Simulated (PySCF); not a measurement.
## FeO₃⁻, doublet: computed properties

These are results of PySCF, UPBE, basis Fe def2-SVPD, O def2-SVPD (no relativity, density fitting), not measurements.

The structure is a minimum.

Z-matrix (Å, degrees; charge -1 multiplicity 2):
```
Fe
O  1 1.6023
O  1 1.6231 2 122.46
O  1 1.6231 2 122.46 3 -177.86
```

- Point group: Cs
- Bond lengths: Fe–O 1.602 Å, Fe–O 1.623 Å (×2)
- Bond angles: O–Fe–O 115.1°, O–Fe–O 122.5° (×2)
- Rotational constants: 0.281, 0.2581, 0.1346 cm⁻¹
- Entropy at 298.15 K and 1 bar (electronic part: spin only): 300.4 J/(mol K)
- Principal quadrupole moments (Buckingham, traceless) about the centre of mass: -4.70, -4.54, 9.23 D Å
- Highest occupied level (α): 0.04 eV
- Heat capacity Cp at 298.15 K: 62.4 J/(mol K)
- Enthalpy at 298.15 K above 0 K: 14.33 kJ/mol
- Spin squared ⟨S²⟩: 0.894
- Dipole moment about the centre of mass: 0.57 D
- Rotational symmetry number: 1
- Zero-point energy: 19.9 kJ/mol
- Principal polarisabilities: 39.9, 62.3, 68.6 bohr³
- Lowest empty level (α): 0.33 eV

Harmonic modes (masses in u: Fe 55.935, O 15.995):
```
symmetry  ω (cm⁻¹)  IR (km/mol)  μ (u)
     a''       200         59.4  18.98
      a'       209          9.1  23.83
      a'       330          0.0  17.63
     a''       803          446  19.32
      a'       829          2.8  15.99
      a'       954          214  20.98
```

Charges (e); Mulliken and Löwdin values are unreliable with diffuse functions:
```
atom  Mulliken  Löwdin  polar tensor  spin (Mulliken)  Mayer order to Fe1
 Fe1      1.26    0.97          1.42             0.69                   –
  O2     -0.75   -0.64         -0.79            -0.12                1.32
O3,4     -0.76   -0.67         -0.82             0.21                1.30
```

Mulliken populations on Fe1: s 6.43, p 12.17, d 6.13, f 0.01.

The highest occupied level lies above zero, a sign of self-interaction error or too small a basis; response properties are unreliable. Only a few start shapes were tried, so a lower isomer may exist. Other spin states or occupations of the open shell can lie lower. The lowest empty level of this anion is unbound, so it and the gap depend on the basis.

The final relaxation and frequency run took of the order of 3 core-minutes on a shared host.
